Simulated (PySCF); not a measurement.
B(Me)(OMe)(SiH3) (C2H9BOSi), SMILES COB(C)[SiH3].

Geometry: B3LYP-D3(BJ)/def2-SVP. This is a generated structure with no PubChem entry under its InChIKey; it may be hypothetical. One conformer was computed; it need not be the lowest.

All values below come from M06-2X/def2-TZVP (PySCF).

Computed frontier levels, gap, dipole moment and polarisability:
```yaml
highest_occupied_level: -8.62 eV
lowest_empty_level: 0.25 eV
orbital_gap: 8.87 eV
dipole_moment: 1.11 D
quadrupole, principal values (traceless, Buckingham form, about the centre of nuclear charge): -6.66, 1.11, 5.56 D·Å
mean_static_polarisability: 71.9 bohr³ (10.65 Å³)
polarisability_principal_values: 59.6, 76.7, 79.4 bohr³
```
